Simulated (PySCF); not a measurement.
Mo(O)(NH)(NH2)(SH) (H4MoN2OS), SMILES [SH][Mo](=[O])(=[NH])[NH2], multiplicity 1.

The structure is a stationary point at B3LYP-D3(BJ)/def2-SVP. The spin state was assumed, not searched. The structure was generated by enumeration; whether it is a known compound was not checked. The def2 effective core potentials stand for the cores of Mo; spin–orbit coupling is left out. One conformer was computed; it need not be the lowest.

Calculation: PBE/def2-TZVP (PySCF).

Gas-phase values at a fixed geometry.

```yaml
total_energy: -653.43985 hartree
highest_occupied_level: -6.15 eV
lowest_empty_level: -2.74 eV
orbital_gap: 3.41 eV
dipole_moment: 2.54 D
quadrupole, principal values (traceless, Buckingham form, about the centre of nuclear charge): -13.33, 2.88, 10.45 D·Å
mean_static_polarisability: 81.2 bohr³ (12.03 Å³)
polarisability_principal_values: 69.3, 79.4, 94.9 bohr³
```
